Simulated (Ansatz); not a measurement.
A structure relaxed at r2SCAN-D4/def2-SVP in Ansatz, charge 0, singlet:

```xyz
5

V     0.021    0.073   -0.057
Se   -0.439   -1.580    1.229
F     0.188    1.482    0.887
F    -1.247    0.273   -1.178
F     1.477   -0.248   -0.881
```

Problem. Give its formula, name or SMILES and point group.

Solution. VSeF3. Point group C3v (tolerance 0.1 Å).

Problem. Summarise the bond lengths by kind (pairs closer than 1.2 times the sum of covalent radii, bridged metal pairs left out).

Solution. 3 × F–V 1.70 Å; 1 × Se–V 2.14 Å. The metal has 4 neighbours: Se 2.14 Å, F 1.70 Å, F 1.70 Å, F 1.70 Å.

The restricted singlet is unstable towards broken spin symmetry in Hartree–Fock (as tested in another run); at r2SCAN-D4/def2-SVP this wasn't settled.
